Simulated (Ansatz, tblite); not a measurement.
Cost and result up the ladder for ZrFCl3 (ZrCl₃F) (5 atoms). The state is a singlet with charge 0. Geometry: PBE0-D4/def2-SVP.

```xyz
5

Zr    0.0313    0.0699    0.0350
F     0.7303    1.6310    0.8165
Cl   -2.2262    0.3902   -0.4319
Cl    0.2814   -1.7078    1.5163
Cl    1.1832   -0.3834   -1.9359
```

Ansatz on 4 threads of Arm Neoverse V2 on a shared host; xTB runs through tblite on one thread. Times are rough, summed over both states, and most runs start from the orbitals of an earlier one. No level here is sound enough to serve as a yardstick. The other state is a triplet.

In the def2 sets Zr takes a core potential; there is no spin–orbit coupling. The xTB rows come from tblite.

xTB has no spin-polarisation term.

```csv
level,functions,wall time,vertical triplet (eV)
GFN2-xTB,40,0.009 s,3.60
GFN1-xTB,40,0.014 s,3.77
PBE-D4/def2-TZVP (with forces),182,12 s,5.25
r2SCAN-D4/def2-TZVP,182,28 s,5.45
```
